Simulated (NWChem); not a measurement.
# Si2H3F3; SMILES F[SiH](F)[SiH2]F

```xyz
8

Si    -0.5632     1.2740     0.2876
F      0.5453     2.3601    -0.2572
Si     0.1103    -0.8738    -0.3997
F     -1.0716    -1.9011     0.0741
F      1.4728    -1.2906     0.3994
H     -0.6285     1.3452     1.7865
H     -1.9027     1.6201    -0.2997
H      0.3538    -1.0826    -1.8633
```
Atoms are numbered in this order, from 1.

Results from NWChem. Structure relaxed at the PBE-D3(BJ)/def2-SVP level. Total energies compare along this basis series because the functional is fixed.

```
level              basis functions  energy (Ha)  highest occupied level (eV)  orbital gap (eV)  dipole (D)
-----------------  ---------------  -----------  ---------------------------  ----------------  ----------
B3LYP/cc-pVDZ                   93    -880.5118                        -8.42              7.18        1.34
B3LYP/aug-cc-pVDZ              150    -880.5562                        -8.65              7.02        1.45
B3LYP/cc-pVTZ                  200    -880.6800                        -8.55              7.09        1.32
```
